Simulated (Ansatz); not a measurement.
This geometry of BH$_{4}$NOSi (8 atoms, charge 0, multiplicity 1) is a first-order saddle point.

Computed with Ansatz, RKS PBE0-D4/6-31G.

```xyz
8
Properties=species:S:1:pos:R:3
N -0.611 1.633 -0.438
B -0.154 0.420 0.109
O 0.042 -0.193 1.278
Si 0.593 -1.488 -0.073
H -1.566 1.754 -0.735
H 0.011 2.386 -0.682
H 2.014 -1.850 0.287
H -0.237 -2.720 0.199
```

Which two structures does it join? (They come from a converged band through this point; their orientation in space is the band's.)

No bond is made or broken. The dihedral H6–N1–B2–O3 goes from 0 to -180°. The two ends are copies of one structure, up to a mirror image or an exchange of like atoms.

Initial state:

```xyz
8
Properties=species:S:1:pos:R:3
N -0.566 1.594 -0.436
B -0.077 0.392 0.054
O 0.438 -0.064 1.243
Si 0.424 -1.500 0.007
H -0.905 1.696 -1.377
H -0.605 2.426 0.135
H 1.825 -1.992 -0.212
H -0.442 -2.609 0.530
```

Final state:

```xyz
8
Properties=species:S:1:pos:R:3
N -0.568 1.593 -0.436
B -0.076 0.392 0.055
O 0.438 -0.064 1.244
Si 0.426 -1.499 0.008
H -0.610 2.426 0.133
H -0.904 1.694 -1.378
H 1.827 -1.991 -0.211
H -0.441 -2.608 0.530
```

How far does it lie above each of them?

0.67 eV above the first and 0.67 eV above the second. This is the barrier of this one path; another mechanism may lie lower. Limits of this set-up: no polarisation functions.

Run time: 110 s on 1 thread of Arm Neoverse N1 (shared host), peak memory 0.11 GiB.
